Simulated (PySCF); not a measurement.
1-bromo-1-methylcyclopropane (C4H7Br), SMILES CC1(Br)CC1.

Geometry: r2SCAN-D4/def2-SVP.

The numbers are results of SMD-PBE0/def2-SVP (PySCF), not measurements.

Solvation free energies are E(SMD) − E(gas) at the gas-phase geometry, for 1 M in both phases. Bromine has the revised SMD18 radius of 2.60 Å. In vacuum the dipole moment is 1.94 D.

Estimate the solvation free energies in water, cyclohexanone, 1-octanol. (Estimate from the structure and the level; the computed values follow.)


```tsv
solvent	ΔG(solv) (kcal/mol)	its non-electrostatic (CDS) part	dipole (D)
water	-1.4	1.7	2.65
cyclohexanone	-5.2	-2.4	2.59
1-octanol	-5.1	-2.4	2.55
```
